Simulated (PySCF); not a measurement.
# Magnetic susceptibility: `C=C(C)[C@H]([SiH3])/C(F)=C\F`, C$_{6}$H$_{10}$F$_{2}$Si

Molfile (atoms numbered from 1):
```
C6H10F2Si
     RDKit          3D

 19 18  0  0  0  0  0  0  0  0999 V2000
   -1.3220   -1.0581   -1.0219 C   0  0  0  0  0  0  0  0  0  0  0  0
   -0.9447   -0.4104    0.0695 C   0  0  0  0  0  0  0  0  0  0  0  0
   -1.8178   -0.2977    1.2808 C   0  0  0  0  0  0  0  0  0  0  0  0
    0.3841    0.2940    0.1973 C   0  0  2  0  0  0  0  0  0  0  0  0
    0.2407    2.0547   -0.5717 Si  0  0  0  0  0  4  0  0  0  0  0  0
    1.5058   -0.4439   -0.4315 C   0  0  0  0  0  0  0  0  0  0  0  0
    1.5866   -0.3788   -1.7824 F   0  0  0  0  0  0  0  0  0  0  0  0
    2.4559   -1.1385    0.1790 C   0  0  0  0  0  0  0  0  0  0  0  0
    2.4742   -1.2576    1.5186 F   0  0  0  0  0  0  0  0  0  0  0  0
   -2.2804   -1.5452   -1.0809 H   0  0  0  0  0  0  0  0  0  0  0  0
   -0.6977   -1.1407   -1.8939 H   0  0  0  0  0  0  0  0  0  0  0  0
   -1.3534   -0.8058    2.1264 H   0  0  0  0  0  0  0  0  0  0  0  0
   -1.9520    0.7484    1.5547 H   0  0  0  0  0  0  0  0  0  0  0  0
   -2.7930   -0.7428    1.1014 H   0  0  0  0  0  0  0  0  0  0  0  0
    0.6225    0.3807    1.2602 H   0  0  0  0  0  0  0  0  0  0  0  0
   -0.1104    1.9251   -1.9811 H   0  0  0  0  0  0  0  0  0  0  0  0
   -0.8106    2.7559    0.1659 H   0  0  0  0  0  0  0  0  0  0  0  0
    1.5312    2.7201   -0.3906 H   0  0  0  0  0  0  0  0  0  0  0  0
    3.2711   -1.6502   -0.3072 H   0  0  0  0  0  0  0  0  0  0  0  0
  1  2  2  0
  2  3  1  0
  2  4  1  0
  4  5  1  0
  4  6  1  0
  6  7  1  0
  6  8  2  0
  8  9  1  0
  1 10  1  0
  1 11  1  0
  3 12  1  0
  3 13  1  0
  3 14  1  0
  4 15  1  1
  5 16  1  0
  5 17  1  0
  5 18  1  0
  8 19  1  0
M  END
```

Theory: GIAO B3LYP/pcSseg-1 magnetisability, rotational g tensor and spin-rotation constants, non-relativistic, gas phase in PySCF 2.14.0. Geometry: GFN2-xTB.

Question: What are the magnetisability and the molar susceptibility?

Answer: Isotropic -1374 × 10⁻³⁰ J/T², or -82.8 × 10⁻⁶ cm³/mol; principal values -1466, -1362, -1294 × 10⁻³⁰ J/T², anisotropy 150 × 10⁻³⁰ J/T² (root of half the summed squared differences of the principal values). The susceptibility is in cgs units.

Question: Split it along the inertial axes a, b, c into diamagnetic and paramagnetic parts about the centre of mass, with the quadrupole moment.

Answer: 
```tsv
axis	χ (10⁻⁶ cm³/mol)	diamagnetic (10⁻⁶ cm³/mol)	paramagnetic (10⁻⁶ cm³/mol)	summed x² of all electrons (Å²)	quadrupole Θ (D Å)
a	-81.0	-947.7	866.7	205.6	+2.31
b	-85.9	-1238.7	1152.8	137.1	-1.29
c	-81.3	-1454.0	1372.7	86.3	-1.03
```
Anisotropies 2χaa − χbb − χcc = +5.1 and 2χbb − χaa − χcc = -9.4 × 10⁻⁶ cm³/mol. Θ is traceless in Buckingham's convention.

Question: And the rotational g tensor?

Answer: 
| axis | rotational constant (GHz) | g | nuclear part | electronic part |
| --- | --- | --- | --- | --- |
| a | 1.4512 | -0.0208 | 0.5701 | -0.5909 |
| b | 1.0409 | -0.0115 | 0.5522 | -0.5637 |
| c | 0.8777 | -0.0117 | 0.5544 | -0.5660 |

Asymmetric top; isotopes 12C, 19F, 1H, 28Si; no vibrational averaging.
